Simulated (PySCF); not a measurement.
Problem. What does the PBE0-D3(BJ)/def2-SVP structure of `C#C[SiH]1CCC1` look like in three dimensions?

Solution. 
```
atom  x, y, z in Å
C1     3.292    0.744    0.351
C2     2.197    0.419   -0.071
Si3    0.525   -0.061   -0.656
C4    -0.964    1.015   -0.207
C5    -1.706   -0.312    0.112
C6    -0.508   -1.265    0.374
H7     4.261    1.029    0.721
H8     0.616   -0.410   -2.105
H9    -0.758    1.589    0.711
H10   -1.437    1.684   -0.939
H11   -2.432   -0.247    0.939
H12   -2.265   -0.650   -0.776
H13   -0.637   -2.317    0.084
H14   -0.192   -1.228    1.429
```

Any rigid rotation of these coordinates is as good. Atoms count from 1 in this order. The 4-membered ring Si3–C4–C5–C6 has internal angles of 78.6° to 101.0°; it is puckered, 0.15 Å rms from its mean plane, widest ring torsion 23°. The 3 C–C bonds span 1.218 Å (C1≡C2, drawn triple) to 1.554 Å (C4–C5, drawn single), a spread of 0.336 Å. Si3 (SiH silicon) has angles from 78.6° to 119.5°. The 3 C–Si bonds span 1.835 Å (C2–Si3, drawn single) to 1.892 Å (Si3–C4, drawn single), a spread of 0.057 Å.

Bonds between heavy atoms (Å): C1≡C2 1.218, C2–Si3 1.835, Si3–C4 1.892, C4–C5 1.554, C5–C6 1.553, Si3–C6 1.892.

Level of theory: PBE0-D3(BJ)/def2-SVP geometry optimisation, gas phase (PySCF).

Point group: Cs (every atom within 0.08 Å of its image). No frequency check. The numbers are those of one conformer (C2–Si3–C4–C5 -136°, Si3–C4–C5–C6 23°, C4–C5–C6–Si3 -23°, C2–Si3–C6–C5 136°).
